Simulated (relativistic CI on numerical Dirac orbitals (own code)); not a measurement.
**Fe³⁺ in a cubic cluster: 3p photoemission with charge transfer**

Computed with a charge-transfer multiplet model of a cubic metal-ligand cluster with up to one ligand hole, Slater and spin-orbit integrals from Dirac-Coulomb-Breit ions, Slater integrals scaled by 0.7. The ground state mixes d5 with configurations of k ligand holes L, whose averages lie at kΔ + k(k − 1)U_dd/2; a core hole lowers each added d electron by U_cd. 300 K, Lorentzian 0.9 eV and Gaussian 0.8 eV FWHM.

Atomic integrals in eV (Slater integrals scaled, ζ unscaled), ground: F2dd 8.389, F4dd 5.243, zeta_d 0.056; with the core hole: F2dd 9.099, F4dd 5.720, zeta_d 0.062, zeta_core 1.048, F2cd 9.565, G1cd 11.781, G3cd 7.235.

Cluster parameters (eV): U_dd = 5.9, U_cd = 6.6, 10Dq = 0.8, 10Dq(ligand) = 1.2, V(eg) = 2, V(t2g) = -1.01, final-state hopping factor = 0.9.

```
      Case   n_d    d5   d6L     S
Δ = 0.9 eV  5.30  0.70  0.30  2.50
Δ = 2.9 eV  5.20  0.80  0.20  2.50
Δ = 3.9 eV  5.17  0.83  0.17  2.50
```

Weights, n_d and S are thermal averages at 300 K. Binding energies count from the first peak over 30 % of the highest in each spectrum, which can be another peak from case to case. The parameters are a model scan and need not match a compound or its usual spin state. Peaks in eV (height, largest 100):
- Δ = 0.9 eV: 0.0 (100), 5.2 (39), 9.3 (17), 17.6 (36), 24.9 (24)
- Δ = 2.9 eV: 0.0 (100), 5.2 (32), 8.9 (14), 17.9 (32), 23.9 (20)
- Δ = 3.9 eV: 0.0 (100), 5.2 (25), 8.8 (12), 18.0 (31), 23.7 (16)

For the case Δ = 3.9 eV, Δ = 3.9 eV is smaller than U_dd = 5.9 eV, the charge-transfer side of the Zaanen-Sawatzky-Allen scheme. With the core hole the configuration with one ligand hole lies at Δ − U_cd = -5.7, -3.7, -2.7 eV from the one without, in the order of the table; where this is negative the screened configuration lies lower, though the effective hopping of about 2.9 eV (from the holes of the mixed ground state) mixes the two strongly wherever it is as large as the gap.

With at most 1 ligand hole the space is cut while the next configuration still counts, so covalency is underestimated, and a final configuration with one more ligand hole, which can lie low, is missing from the spectra.
